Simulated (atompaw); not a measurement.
## What one change does to a pseudopotential (Hf, PAW (atompaw))

hafnium (Hf), PAW, made with atompaw 4.2.0.5 (PBE, scalar-relativistic). Core [Xe] 4f14, reference 5d2 6s1 6p1. Waves: 6s (bound): rc 3.00 bohr; 6s channel at 1.05 Ry: rc 3.00 bohr; 6p (bound): rc 3.00 bohr; 6p channel at 0.35 Ry: rc 3.00 bohr; 5d (bound): rc 2.00 bohr; 5d channel at 2.45 Ry: rc 3.00 bohr. Local part: bessel scheme, radius 2.00 bohr. Core correction: smooth core density matched at 2.85 bohr. Augmentation charge: sinc compensation charge, radius 2.30 bohr; PAW radius 3.00 bohr; waves and projectors: custom polynom gramschmidtortho.

Change: all radii scaled by about 1.22 (s 3.64, p 3.64, d 2.44 bohr); local potential bessel scheme, radius 2.44 bohr; augmentation sinc compensation charge, radius 2.80 bohr; PAW radius 3.64 bohr; waves and projectors: custom polynom gramschmidtortho; core correction smooth core density matched at 3.46 bohr.

Cutoffs: the cutoffs (Ry, on a coarse ladder) from which the occupation-weighted sum of valence levels, in a spherical-Bessel basis at the reference potential, stays within 10 and 1 mRy of its value at 400 Ry; they do not see the model core or the augmentation charge, which bear on the density cutoff.

Question: What does the change do?

Answer: The potential gets softer (18 Ry and 25 Ry → 12 Ry and 21 Ry); the bound ghost in p, s disappears. A larger radius leaves more room for a smooth pseudo-wave, so fewer plane waves are needed.

| quantity | base | changed |
| --- | --- | --- |
| cutoff, loose | 18 Ry | 12 Ry |
| cutoff, tight | 25 Ry | 21 Ry |
| loose cutoff by channel (10 mRy a level) | s 6 Ry, p 6 Ry, d 18 Ry | s 6 Ry, p 6 Ry, d 12 Ry |
| bound ghosts | s, p | none |
| lowest overlap eigenvalue by channel | s 0.05, p 0.58, d 0.65 | s 0.01, p 0.33, d 0.59 |

 A true bound ghost makes a file unfit for plane-wave use even where its test errors are small: the radial tests pick states by their node count and pass the ghost by. The cutoffs see the waves, projectors and local potential, not the compensation charge or the core.
